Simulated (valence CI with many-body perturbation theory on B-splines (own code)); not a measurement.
**E1 line list for Os LXII**

Computed by valence CI with perturbative core correlation (CI+MBPT): five valence electrons over a frozen Dirac-Fock core [Ne], radial functions for each j: 11 s, 11 p, 10 d, 8 f, 5 g, 2 h, with the one-electron correlation potential Σ1 (screened to all orders), the two-electron term Σ2, the three-electron term Σ3, Breit, model QED; selected single and double excitations, second order for the rest, scaled by the run's own slope (own B-spline code, finite nucleus).

The last digits are not significant, and no measured levels were compared; by estimate large intervals hold to a few tenths of a per cent, small ones and those within an open d or f shell to about a per cent. Among the levels kept, up to 3100 cm⁻¹ of a level comes from second order outside the variational space, and about a tenth of that is noise between levels of different J, which matters for small intervals.

Lines 51 to 100 of 565 in falling wavelength, among levels below 11992 × 10³ cm⁻¹, chosen from the strongest by gf and those to the six lowest levels. Wavelengths and rates use the calculated energies. Electric multipoles are in the length gauge with retardation, E1 and E2 with the static RPA response of the core. Weak lines are less certain than strong ones. Lines between different terms over intervals too small for the method are left out, as are lines whose strength nearly cancels. The highest levels of a list are the least certain.

Levels are named by their leading jj configuration (3d3/2^4 stands for four electrons in 3d with j = 3/2), which in mixed levels can hold well under half, so a name can repeat and another be missing. Letters in brackets count levels of one name in rising energy.

```
λ vac (Å)                               Upper                               Lower   A (s⁻¹)  S (a.u.) with core polarisation  S without
    61.45  (3s 3p1/2 3p3/2^2 3d5/2) J=7/2 [b]          (3s^2 3p3/2^2 3d5/2) J=7/2  1.61e+10                         1.47e-02   1.50e-02
    61.19       (3p1/2^2 3p3/2^2 3d3/2) J=3/2  (3s 3p1/2 3p3/2^2 3d3/2) J=5/2 [c]  2.96e+10                         1.34e-02   1.36e-02
    60.48          (3s 3p1/2^2 3d3/2^2) J=3/2  (3s 3p1/2^2 3p3/2 3d3/2) J=5/2 [b]  3.34e+10                         1.46e-02   1.48e-02
    60.46        (3s 3p1/2 3p3/2^3) J=3/2 [b]                (3s^2 3p3/2^3) J=3/2  2.36e+10                         1.03e-02   1.04e-02
    59.95       (3p1/2^2 3p3/2^2 3d3/2) J=5/2  (3s 3p1/2 3p3/2^2 3d3/2) J=7/2 [b]  2.19e+10                         1.40e-02   1.42e-02
    59.92  (3s 3p1/2^2 3d3/2 3d5/2) J=3/2 [b]  (3s^2 3p1/2 3d3/2 3d5/2) J=5/2 [a]  2.32e+10                         9.85e-03   1.00e-02
    59.36  (3s 3p1/2^2 3p3/2 3d3/2) J=5/2 [b]      (3s^2 3p1/2 3p3/2 3d3/2) J=7/2  5.21e+10                         3.23e-02   3.27e-02
    59.28  (3s 3p1/2 3p3/2^2 3d5/2) J=7/2 [c]          (3s^2 3p3/2^2 3d5/2) J=9/2  3.54e+10                         2.91e-02   2.95e-02
    58.97  (3s 3p1/2^2 3p3/2 3d5/2) J=7/2 [b]      (3s^2 3p1/2 3p3/2 3d5/2) J=9/2  4.25e+10                         3.44e-02   3.49e-02
    58.95  (3s^2 3p1/2 3p3/2 3d3/2) J=1/2 [a]          (3s^2 3p1/2 3p3/2^2) J=1/2  3.78e+09                         7.64e-04   7.74e-04
    58.85  (3s^2 3p1/2 3p3/2 3d3/2) J=3/2 [a]          (3s^2 3p1/2 3p3/2^2) J=1/2  2.73e+09                         1.10e-03   1.11e-03
    58.84  (3s 3p1/2^2 3p3/2 3d3/2) J=3/2 [b]  (3s^2 3p1/2 3p3/2 3d3/2) J=5/2 [a]  2.77e+10                         1.11e-02   1.13e-02
    58.74  (3s 3p1/2 3p3/2^2 3d5/2) J=9/2 [c]          (3s^2 3p3/2^2 3d5/2) J=9/2  3.07e+10                         3.07e-02   3.11e-02
    58.35          (3s 3p1/2^2 3p3/2^2) J=3/2          (3s^2 3p1/2 3p3/2^2) J=3/2  1.75e+10                         6.87e-03   6.97e-03
    58.28             (3p1/2^2 3p3/2^3) J=3/2            (3s 3p1/2 3p3/2^3) J=5/2  7.12e+10                         2.78e-02   2.83e-02
    58.18  (3s 3p1/2 3p3/2^2 3d3/2) J=5/2 [e]          (3s^2 3p3/2^2 3d3/2) J=7/2  4.02e+10                         2.35e-02   2.38e-02
    57.70          (3s 3p1/2^2 3p3/2^2) J=1/2          (3s^2 3p1/2 3p3/2^2) J=3/2  3.56e+08                         6.74e-05   6.82e-05
    57.63  (3s 3p1/2 3p3/2^2 3d5/2) J=5/2 [c]          (3s^2 3p3/2^2 3d5/2) J=7/2  2.01e+10                         1.14e-02   1.16e-02
    57.43       (3p1/2^2 3p3/2^2 3d3/2) J=7/2      (3s 3p1/2 3p3/2^2 3d3/2) J=9/2  5.99e+10                         4.48e-02   4.55e-02
    57.30  (3s 3p1/2 3p3/2 3d3/2^2) J=3/2 [a]  (3s 3p1/2 3p3/2^2 3d3/2) J=5/2 [a]  2.79e+10                         1.04e-02   1.05e-02
    56.60  (3s 3p1/2 3p3/2 3d3/2^2) J=5/2 [a]  (3s 3p1/2 3p3/2^2 3d3/2) J=7/2 [a]  4.53e+10                         2.43e-02   2.47e-02
    55.78  (3s 3p1/2 3p3/2 3d3/2^2) J=7/2 [a]      (3s 3p1/2 3p3/2^2 3d3/2) J=9/2  3.02e+10                         2.07e-02   2.10e-02
    55.72  (3s 3p1/2^2 3p3/2 3d3/2) J=1/2 [b]  (3s^2 3p1/2 3p3/2 3d3/2) J=3/2 [a]  5.51e+10                         9.42e-03   9.55e-03
    55.65  (3s^2 3p1/2 3p3/2 3d3/2) J=5/2 [a]          (3s^2 3p1/2 3p3/2^2) J=5/2  7.21e+09                         3.68e-03   3.73e-03
    55.45  (3s 3p1/2^2 3p3/2 3d5/2) J=7/2 [b]  (3s^2 3p1/2 3p3/2 3d5/2) J=7/2 [a]  2.04e+10                         1.37e-02   1.39e-02
    54.71  (3s^2 3p1/2 3p3/2 3d3/2) J=3/2 [a]          (3s^2 3p1/2 3p3/2^2) J=5/2  1.98e+10                         6.41e-03   6.50e-03
    53.40       (3p1/2^2 3p3/2^2 3d3/2) J=1/2             (3p1/2^2 3p3/2^3) J=3/2  7.86e+10                         1.18e-02   1.20e-02
    52.65      (3s^2 3p1/2 3p3/2 3d3/2) J=7/2          (3s^2 3p1/2 3p3/2^2) J=5/2  1.48e+09                         8.51e-04   8.63e-04
    52.16          (3s^2 3p1/2^2 3d3/2) J=3/2          (3s^2 3p1/2^2 3p3/2) J=3/2  1.35e+10                         3.79e-03   3.84e-03
    52.01  (3s^2 3p1/2 3p3/2 3d3/2) J=1/2 [a]          (3s^2 3p1/2 3p3/2^2) J=3/2  5.45e+09                         7.57e-04   7.67e-04
    51.93  (3s^2 3p1/2 3p3/2 3d3/2) J=3/2 [a]          (3s^2 3p1/2 3p3/2^2) J=3/2  8.76e+08                         2.42e-04   2.45e-04
    48.49      (3s^2 3p1/2 3d3/2 3d5/2) J=9/2      (3s^2 3p1/2 3p3/2 3d5/2) J=9/2  1.86e+10                         1.05e-02   1.06e-02
    47.45  (3s^2 3p1/2 3p3/2 3d3/2) J=1/2 [b]          (3s^2 3p1/2 3p3/2^2) J=1/2  7.18e+08                         7.57e-05   7.75e-05
    47.27  (3s^2 3p1/2 3p3/2 3d3/2) J=3/2 [b]          (3s^2 3p1/2 3p3/2^2) J=1/2  1.28e+09                         2.66e-04   2.70e-04
    46.55  (3s^2 3p1/2 3p3/2 3d3/2) J=5/2 [b]          (3s^2 3p1/2 3p3/2^2) J=5/2  3.29e+09                         9.83e-04   9.98e-04
    44.97      (3s 3p1/2^2 3d3/2 3d5/2) J=9/2      (3s 3p1/2^2 3p3/2 3d5/2) J=9/2  2.68e+10                         1.21e-02   1.22e-02
    44.57  (3s^2 3p1/2 3p3/2 3d3/2) J=3/2 [b]          (3s^2 3p1/2 3p3/2^2) J=5/2  1.84e+09                         3.21e-04   3.28e-04
    42.85  (3s^2 3p1/2 3p3/2 3d3/2) J=1/2 [b]          (3s^2 3p1/2 3p3/2^2) J=3/2  9.39e+09                         7.29e-04   7.39e-04
    40.81          (3s^2 3p3/2 3d5/2^2) J=5/2          (3s^2 3p3/2^2 3d5/2) J=3/2  9.46e+10                         1.90e-02   1.93e-02
    40.67  (3s 3p1/2^2 3d3/2 3d5/2) J=7/2 [b]          (3s^2 3p1/2 3d3/2^2) J=5/2  3.13e+10                         8.30e-03   8.40e-03
    39.69  (3s^2 3p1/2 3p3/2 3d5/2) J=3/2 [a]          (3s^2 3p1/2 3p3/2^2) J=1/2  2.14e+09                         2.64e-04   2.67e-04
    39.35  (3s^2 3p1/2 3p3/2 3d5/2) J=7/2 [a]          (3s^2 3p1/2 3p3/2^2) J=5/2  1.15e+09                         2.78e-04   2.81e-04
    38.83          (3s 3p1/2^2 3d5/2^2) J=5/2  (3s 3p1/2^2 3p3/2 3d5/2) J=3/2 [b]  6.83e+10                         1.18e-02   1.20e-02
    38.79          (3s^2 3p3/2 3d5/2^2) J=7/2      (3s^2 3p3/2^2 3d5/2) J=5/2 [a]  5.20e+10                         1.20e-02   1.21e-02
    38.46          (3s 3p1/2^2 3d5/2^2) J=9/2  (3s 3p1/2^2 3p3/2 3d5/2) J=7/2 [b]  7.09e+10                         1.99e-02   2.01e-02
    38.07          (3s^2 3p1/2 3d5/2^2) J=3/2      (3s^2 3p1/2 3p3/2 3d5/2) J=1/2  1.52e+11                         1.65e-02   1.67e-02
    37.86          (3s 3p1/2^2 3d5/2^2) J=7/2  (3s 3p1/2^2 3p3/2 3d5/2) J=5/2 [b]  3.29e+11                         7.04e-02   7.12e-02
    37.76  (3s^2 3p1/2 3p3/2 3d5/2) J=3/2 [a]          (3s^2 3p1/2 3p3/2^2) J=5/2  2.41e+10                         2.56e-03   2.59e-03
    37.65  (3s 3p1/2 3p3/2^2 3d5/2) J=3/2 [a]            (3s 3p1/2 3p3/2^3) J=5/2  6.16e+10                         6.49e-03   6.57e-03
    37.59          (3s^2 3p1/2 3d5/2^2) J=7/2  (3s^2 3p1/2 3p3/2 3d5/2) J=5/2 [b]  4.53e+11                         9.51e-02   9.62e-02
```
